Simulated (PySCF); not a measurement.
Relaxation of quintet CrF₂

All numbers come from UPBE0/[Cr def2-TZVP, F def2-TZVP], no relativity, density fitting, PySCF. A (50,194) grid was used.

A hand-made bent start, of C2v symmetry, held to at least that symmetry:

```xyz
3
charge 0 multiplicity 5, angstrom
Cr    0.0000    0.0000   -0.4507
F     1.5236    0.0000    0.6162
F    -1.5236    0.0000    0.6162
```

(1) What forces act on the atoms at the start (eV/Å)?

(2) What does it relax to?

(3) How much energy is released, and in how many steps?

## Answers

(1) 
```json
{"atom": "Cr1", "Fx": "0.00", "Fy": "0.00", "Fz": "2.70"}
{"atom": "F2", "Fx": "-1.27", "Fy": "0.00", "Fz": "-1.35"}
{"atom": "F3", "Fx": "1.27", "Fy": "0.00", "Fz": "-1.35"}
```

(2) It ends at C2v with Cr–F 1.767 Å (×2); F–Cr–F 136.3° (after a last refinement on a finer grid). A frequency run shows a minimum. Other isomers or separated fragments may lie lower.

(3) 34.2 kJ/mol in 5 steps.

Open d and f shells are described by one determinant, and the ground state may have another occupation or spin.
